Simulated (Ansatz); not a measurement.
Relaxation of H5InO3 (9 atoms, charge 0, multiplicity 1), to a largest force component of 0.03 eV/Å in at most 50 steps.

Theory: Ansatz, RKS CAM-B3LYP-D4/def2-SVP.

```xyz
9
Properties=species:S:1:pos:R:3
In 0.905 1.510 1.279
O -0.538 1.412 -0.223
O -0.857 -0.743 0.918
O 1.159 -0.919 -0.809
H -0.145 -0.788 0.236
H 0.214 -0.816 -0.527
H -0.776 2.138 -0.811
H -1.309 0.057 0.562
H 1.346 -1.851 -0.625
```

**Question.** Where does it end, and by what steps?

**Answer.** The run converged. After 18 steps the energy has fallen by 2.431 eV; H5 moved furthest, 0.93 Å. Parted: H5–H6. Joined: In1–O3.

```csv
step,energy less start (eV),largest force component (eV/Å),accepted
0,0.0000,6.105,yes
1,-1.0452,2.545,yes
2,-1.5757,1.463,yes
3,-1.7838,1.655,yes
4,-1.9501,2.461,yes
5,-2.1615,0.916,yes
6,-2.2971,0.457,yes
7,-2.3151,1.432,yes
8,-2.3898,0.330,yes
9,-2.3594,0.654,no
10,-2.4107,0.207,yes
11,-2.4216,0.155,yes
12,-2.4286,0.074,yes
13,-2.4282,0.107,no
14,-2.4298,0.045,yes
15,-2.4305,0.052,yes
16,-2.4307,0.070,yes
17,-2.4308,0.048,yes
18,-2.4310,0.018,yes
```

```xyz
9
Properties=species:S:1:pos:R:3
In 0.967 1.146 1.190
O -0.422 1.130 -0.517
O -0.952 -0.479 1.396
O 0.919 -0.988 -0.512
H -0.510 -1.234 0.970
H 0.366 -0.246 -0.896
H -0.694 1.876 -1.063
H -1.231 0.056 0.611
H 1.557 -1.261 -1.179
```

Whether the end is a true minimum wasn't checked by a vibrational analysis.

Run time: 59 s on 2 threads of Arm Neoverse V1, with other jobs on the host, peak memory 0.24 GiB.
